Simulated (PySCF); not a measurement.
Electron correlation in Tb⁴⁸⁺ (terbium, charge +48)

[Ne] 3s2 3p5, 2P determinant. All numbers are calculated (PySCF 2.14, scalar relativity by spin-free X2C-1e, in an uncontracted even-tempered set (18 s from 10 bohr⁻², ratio 2.5; 12 p from 14 bohr⁻², ratio 2.5; 4 d from 58 bohr⁻², ratio 2.7; 4 f from 87 bohr⁻², ratio 2.7)). Frozen: 1s2; 15 electrons correlated; the 21 highest virtual orbitals of each spin left out.

| level | correlation energy (mhartree) |
| --- | --- |
| CCSD | -641.47 |
| (T) | -0.84 |
| CCSD(T) | -642.31 |

Diagnostics: T1 = 0.00037, D1 = 0.0017, largest double amplitude 0.017.

**Question.** Is a single reference adequate?

**Answer.** Yes, within this model without spin-orbit coupling: T1 lies below 0.03 and no double amplitude reaches 0.07.

At this charge the one-electron X2C treatment keeps the bare 1/r₁₂, with no two-electron picture change or Breit term. The effect here is smaller than on the frozen 1s shell; and a scalar Hamiltonian misses the large spin-orbit splitting of the p shells, which matters for ns² → np² pairs.
